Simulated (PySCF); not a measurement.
# How methods differ on the ionisation energy of Sm⁺

Sm⁺ [Xe] 4f6 6s1 (8F) → Sm²⁺ [Xe] 4f6 (7F), as a difference of total energies. Calculation: PySCF 2.14, in cc-pVDZ-X2C (8s7p5d3f1g, 84 functions); the spin-free X2C one-electron Hamiltonian (Gaussian nucleus). Correlated levels: valence: [Kr] 4d10 frozen. The calculations carry no spin-orbit coupling.

```json
{"method": "UHF", "ionisation energy (eV)": "10.309", "plus first-order spin-orbit estimate": "10.297", "difference from reference of that sum (eV)": "-0.781"}
{"method": "MP2 (valence)", "ionisation energy (eV)": "10.965", "plus first-order spin-orbit estimate": "10.953", "difference from reference of that sum (eV)": "-0.125"}
{"method": "SCS-MP2 (valence)", "ionisation energy (eV)": "10.783", "plus first-order spin-orbit estimate": "10.771", "difference from reference of that sum (eV)": "-0.307"}
{"method": "CCSD (valence)", "ionisation energy (eV)": "10.873", "plus first-order spin-orbit estimate": "10.861", "difference from reference of that sum (eV)": "-0.217"}
{"method": "CCSD(T) (valence)", "ionisation energy (eV)": "10.933", "plus first-order spin-orbit estimate": "10.921", "difference from reference of that sum (eV)": "-0.157"}
```

Reference: 11.078 ± 0.02 eV (semi-empirical (NIST evaluation); NIST Atomic Spectra Database, ionization energies).

A first-order spin-orbit estimate (lowest level to lowest level, LS coupling) adds -0.012 eV.

Errors of the correlated levels include the incompleteness of this basis and the frozen core.
